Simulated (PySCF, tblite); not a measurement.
Isomers of C2H7F3SSi2, one GFN2-xTB conformer each. Single-point energies are computed at PBE0/pcSseg-1 (PySCF, gas phase, no added dispersion term), electronic only.

Question: Rank them by PBE0/pcSseg-1 energy, lowest first (kcal/mol).
A. `[F:1][C:2]([F:3])([F:4])[CH2:5][S:6][SiH2:7][SiH3:8]` with C2–C5–S6–Si7 73°, C5–S6–Si7–Si8 159°
B. `[F:1][C:2]([F:3])([F:4])[S:5][CH:6]([SiH3:7])[SiH3:8]` with C2–S5–C6–Si7 57°

Answer: A (0.0), B (26.2).

As drawn, the lower has an Si–Si bond, which the higher lacks; the higher has an Si–C bond, which the lower lacks. GFN2-xTB itself gives, in the same order: 0.0, 21.8. Both levels put the same isomer lowest.

Question: Which frontier levels, dipoles and rotational constants go with these structures?

Answer: 
```json
{"SMILES": "FC(F)(F)CS[SiH2][SiH3]", "HOMO (eV, PBE0/pcSseg-1)": "-7.29", "LUMO (eV)": "-0.71", "dipole (D)": "2.20", "A, B, C (MHz)": "2994, 509.6, 480.9"}
{"SMILES": "FC(F)(F)SC([SiH3])[SiH3]", "HOMO (eV, PBE0/pcSseg-1)": "-7.27", "LUMO (eV)": "-0.42", "dipole (D)": "2.06", "A, B, C (MHz)": "1549, 925.6, 766.9"}
```

Question: What happens when harmonic zero-point energies from GFN2-xTB frequencies are added?

Answer: 
```json
{"SMILES": "FC(F)(F)CS[SiH2][SiH3]", "ZPE (kcal/mol)": "51.8", "electronic (kcal/mol)": "0.0", "with ZPE (kcal/mol)": "0.0"}
{"SMILES": "FC(F)(F)SC([SiH3])[SiH3]", "ZPE (kcal/mol)": "49.7", "electronic (kcal/mol)": "26.2", "with ZPE (kcal/mol)": "24.1"}
```

The zero-point energies span 2.1 kcal/mol. The order is unchanged.
